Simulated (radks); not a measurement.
Q: Radial electron density D(r) = 4 pi r^2 rho(r) of an atom or ion with 12 electrons. Method: non-relativistic Kohn-Sham, r2SCAN, spin-polarised, spherical densities, point nucleus; meta-GGA in the generalised Kohn-Sham scheme; computed with a radial shooting solver on a logarithmic mesh with Libxc functionals.

r (bohr)  D(r) (e/bohr)
0.007604          1.269
0.009589          1.901
0.01219           2.842
0.01537           4.109
0.01939           5.797
0.02465           8.008
0.03108           10.52
0.03951           13.24
0.04983           15.54
0.06284           16.92
0.07989           16.84
0.1007            15.23
0.1281            12.72
0.1615            10.94
0.2037            11.07
0.259             13.22
0.3266            15.51
0.4151            15.60
0.5236            12.57
0.6603            7.857
0.8394            3.807
1.059             2.017
1.346             1.659
1.697             1.409
2.14             0.8246
2.721            0.2758
3.431           0.05081
4.362          0.004019
5.501         0.0001380

What is the nuclear charge?

A: Z = 15. The innermost maximum, from 1s, lies near 1/Z = 0.0667 bohr (found: 0.0703), and its height grows with Z. The density is that of the phosphorus ion P3+ in [Ne] 3s2; the configuration itself is not fixed sharply by these data, and Z only to about a unit. D(r) has 2 maxima, at r = 0.0703, 0.371 bohr, and minima at 0.179 bohr, inside which lie 2.19 electrons.
